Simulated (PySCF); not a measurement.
CH5FS2Si, SMILES C[Si](F)(S)S.

The structure is a stationary point at PBE0-D3(BJ)/def2-SVP. The structure was generated by enumeration, and PubChem lists no compound with its InChIKey, so it may never have been made. The values are those of a single conformer.

Two levels are set side by side: TDA-PBE/def2-SVPD (PySCF) and TDA-ωB97X/def2-SVPD (PySCF). Vertical, same geometry. The lowest singlet is HOMO→LUMO 98 % with PBE and HOMO→LUMO+1 37 %, HOMO→LUMO 34 %, HOMO−1→LUMO+2 7 % with the other functional; states are paired by order. Differences are taken from unrounded values.

```tsv
quantity	TDA-ωB97X
lowest singlet excitation (eV)	6.23
lowest triplet excitation (TDA) (eV)	5.84
first bright state (f over 0.05) (eV)	7.05
its oscillator strength	0.11
```

Question: What does TDA-PBE give, and how far is it from TDA-ωB97X? (The exact figures need the calculation; the answer reports its results.)

Answer: 
```
quantity                               TDA-PBE  TDA-PBE minus TDA-ωB97X
-------------------------------------  -------  -----------------------
lowest singlet excitation (eV)            5.45                    -0.78
lowest triplet excitation (TDA) (eV)      5.17                    -0.67
first bright state (f over 0.05) (eV)     5.90                    -1.15
its oscillator strength                   0.06                    -0.05
```

A lower first singlet is the usual sign of a functional without exact exchange. Differences between two approximate levels are no errors against the true value.

Rough cost on one machine, each run with all the roots and properties that it gave: TDA-ωB97X against TDA-PBE about 5 times.
